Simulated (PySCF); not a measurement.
Compound: C₈H₁₃N.
Atom-mapped SMILES: `[CH2:1]=[CH:2][CH2:3]/[N:4]=[CH:5]\[CH2:6][CH:7]1[CH2:8][CH2:9]1` (hydrogens: H10, H11 on C1; H12 on C2; H13, H14 on C3; H15 on C5; H16, H17 on C6; H18 on C7; H19, H20 on C8; H21, H22 on C9)

A GFN2-xTB structure was refined with PBE0-D3(BJ)/def2-SVP geometry optimisation, gas phase in PySCF. Its GFN2-xTB values:

```csv
coordinate,GFN2-xTB
C1=C2,1.319 Å
C1–H10,1.078 Å
C1–H11,1.077 Å
C2–H12,1.081 Å
C3–N4,1.446 Å
C3–H13,1.096 Å
N4=C5,1.256 Å
C5–C6,1.505 Å
C5–H15,1.086 Å
C6–C7,1.508 Å
C6–H16,1.095 Å
C7–C8,1.499 Å
C7–H18,1.084 Å
C8–C9,1.499 Å
C8–H19,1.080 Å
C8–H20,1.079 Å
C1–C2–C3,124.5°
C2–C3–N4,110.4°
C3–N4–C5,121.3°
N4–C5–C6,128.5°
C5–C6–C7,112.2°
C6–C7–C8,120.2°
C6–C7–C9,119.7°
C7–C8–C9,60.0°
C1–C2–C3–N4,-127°
C2–C3–N4–C5,81°
N4–C5–C6–C7,-179°
C5–C6–C7–C8,-151°
```

Task: How do these coordinates change at the PBE0-D3(BJ)/def2-SVP level?

Result: 
```json
{"coordinate": "C5–H15", "PBE0-D3(BJ)/def2-SVP (Å or °)": "1.104", "change": "+0.018"}
{"coordinate": "C1–H10", "PBE0-D3(BJ)/def2-SVP (Å or °)": "1.095", "change": "+0.017"}
{"coordinate": "C1–H11", "PBE0-D3(BJ)/def2-SVP (Å or °)": "1.093", "change": "+0.016"}
{"coordinate": "C2–H12", "PBE0-D3(BJ)/def2-SVP (Å or °)": "1.096", "change": "+0.015"}
{"coordinate": "C8–H19", "PBE0-D3(BJ)/def2-SVP (Å or °)": "1.094", "change": "+0.014"}
{"coordinate": "C1=C2", "PBE0-D3(BJ)/def2-SVP (Å or °)": "1.333", "change": "+0.014"}
{"coordinate": "C8–H20", "PBE0-D3(BJ)/def2-SVP (Å or °)": "1.093", "change": "+0.014"}
{"coordinate": "N4=C5", "PBE0-D3(BJ)/def2-SVP (Å or °)": "1.268", "change": "+0.012"}
{"coordinate": "C7–H18", "PBE0-D3(BJ)/def2-SVP (Å or °)": "1.096", "change": "+0.012"}
{"coordinate": "C6–H16", "PBE0-D3(BJ)/def2-SVP (Å or °)": "1.105", "change": "+0.010"}
{"coordinate": "C3–H13", "PBE0-D3(BJ)/def2-SVP (Å or °)": "1.104", "change": "+0.008"}
{"coordinate": "C5–C6", "PBE0-D3(BJ)/def2-SVP (Å or °)": "1.510", "change": "+0.005"}
{"coordinate": "C3–N4", "PBE0-D3(BJ)/def2-SVP (Å or °)": "1.450", "change": "+0.004"}
{"coordinate": "C6–C7", "PBE0-D3(BJ)/def2-SVP (Å or °)": "1.506", "change": "-0.002"}
{"coordinate": "C8–C9", "PBE0-D3(BJ)/def2-SVP (Å or °)": "1.501", "change": "+0.002"}
{"coordinate": "C7–C8", "PBE0-D3(BJ)/def2-SVP (Å or °)": "1.498", "change": "-0.001"}
{"coordinate": "C3–N4–C5", "PBE0-D3(BJ)/def2-SVP (Å or °)": "119.2", "change": "-2.1"}
{"coordinate": "C5–C6–C7", "PBE0-D3(BJ)/def2-SVP (Å or °)": "112.9", "change": "+0.7"}
{"coordinate": "C6–C7–C9", "PBE0-D3(BJ)/def2-SVP (Å or °)": "120.1", "change": "+0.4"}
{"coordinate": "C6–C7–C8", "PBE0-D3(BJ)/def2-SVP (Å or °)": "120.6", "change": "+0.4"}
{"coordinate": "C1–C2–C3", "PBE0-D3(BJ)/def2-SVP (Å or °)": "124.8", "change": "+0.3"}
{"coordinate": "N4–C5–C6", "PBE0-D3(BJ)/def2-SVP (Å or °)": "128.2", "change": "-0.3"}
{"coordinate": "C2–C3–N4", "PBE0-D3(BJ)/def2-SVP (Å or °)": "110.2", "change": "-0.2"}
{"coordinate": "C7–C8–C9", "PBE0-D3(BJ)/def2-SVP (Å or °)": "60.1", "change": "+0.1"}
{"coordinate": "C2–C3–N4–C5", "PBE0-D3(BJ)/def2-SVP (Å or °)": "94", "change": "+13"}
{"coordinate": "C1–C2–C3–N4", "PBE0-D3(BJ)/def2-SVP (Å or °)": "-130", "change": "-3"}
{"coordinate": "C5–C6–C7–C8", "PBE0-D3(BJ)/def2-SVP (Å or °)": "-154", "change": "-3"}
{"coordinate": "N4–C5–C6–C7", "PBE0-D3(BJ)/def2-SVP (Å or °)": "-177", "change": "+2"}
```

The energy falls by 1.9 kcal/mol over 9 energy and gradient evaluations, the largest force component goes from 0.0145 to 3.0e-04 Eh/bohr, and the atoms move by 0.160 Å rms after alignment. Among the bonds, C1–H10 and C5–H15 change most and about equally (+0.017 to +0.018 Å). Bonds longer at the end by more than 0.005 Å: 15 of 22; shorter: 0. Among the dihedrals that turn most is H13–C3–N4–C5, from -161° to -148°. Rotational constants go from 3326, 769.1, 666.3 to 3452, 726.6, 639.3 MHz.

The run used 191 basis functions and 61 SCF cycles in all.

Stationary, but not proved a minimum. The numbers are those of one conformer.
